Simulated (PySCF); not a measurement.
Compound: C8H14ClN.
SMILES with atom numbers: `[CH3:1][C@@H:2]1[CH2:3][CH2:4][NH:5][CH2:6]/[C:7](=[CH:8]/[Cl:9])[CH2:10]1`

Structure used (GFN2-xTB), in Å, numbered top down from 1:
```
atom  x, y, z in Å
C1    -1.8114    0.6891    0.7274
C2    -1.3035    0.0188   -0.5461
C3    -1.0324   -1.4750   -0.3314
C4     0.2038   -1.8120    0.5117
N5     1.4712   -1.5064   -0.1236
C6     1.9809   -0.1776    0.1116
C7     1.0207    0.9740   -0.1406
C8     1.2062    2.1121    0.5143
Cl9    0.2450    3.5325    0.3021
C10   -0.0837    0.7622   -1.1298
H11   -2.7165    0.1959    1.0755
H12   -2.0414    1.7340    0.5370
H13   -1.0683    0.6454    1.5194
H14   -2.0994    0.0891   -1.2984
H15   -0.9121   -1.9560   -1.3076
H16   -1.9084   -1.9212    0.1445
H17    0.1700   -1.2964    1.4728
H18    0.1933   -2.8903    0.7107
H19    1.4098   -1.7054   -1.1165
H20    2.3240   -0.1330    1.1508
H21    2.8604   -0.0448   -0.5278
H22    2.0021    2.2539    1.2288
H23   -0.4191    1.7350   -1.4934
H24    0.2973    0.1958   -1.9838
```

NICS is the negative of the GIAO shielding at a point without a nucleus: at the ring centre (0) and 1 Å above and below it (1); zz is the component along the ring normal. Level: GIAO PBE0/pcSseg-1 (PySCF, non-relativistic, gas phase) on the GFN2-xTB geometry, one conformer.

Ring bond lengths (Å), with Mayer bond orders in brackets: C2–C3 1.533 (1.02), C3–C4 1.534 (1.03), C4–N5 1.450 (0.98), N5–C6 1.442 (1.04), C6–C7 1.520 (0.97), C7–C10 1.498 (1.04), C10–C2 1.543 (1.01).

What do the NICS probes read (ppm)?

| ring | type | NICS(0) | NICS(1), two faces | NICS(1)zz, two faces | rms pucker (Å) | centre to ring atoms, mean (Å) |
| --- | --- | --- | --- | --- | --- | --- |
| C2–C3–C4–N5–C6–C7–C10 | 7-membered ring with N; formal bonds all single | -2.4 | -3.4 / -1.9 | 1.8 / 3.2 | 0.30 | 1.63 |

What do they say, and how far can they be read as aromaticity?

- C2–C3–C4–N5–C6–C7–C10: mean NICS(1)zz 2.5 ppm, near zero. C2, C3, C4, C6, C10 have four or more neighbours, so the value isn't read as a sign of a π ring current.

What field does 7.05 T along the ring normal induce along that normal at the first NICS(1) probe listed for ring C2–C3–C4–N5–C6–C7–C10, 1 Å off the ring?

NICSzz × B0 = 1.8 ppm × 7.05 T = 13 μT, along the applied field.

Time: 63 s wall; peak memory 1.2 GiB. Hardware: one thread of an Arm Neoverse V1, on a shared host. This is the whole shielding run at PBE0/pcSseg-1, SCF included.
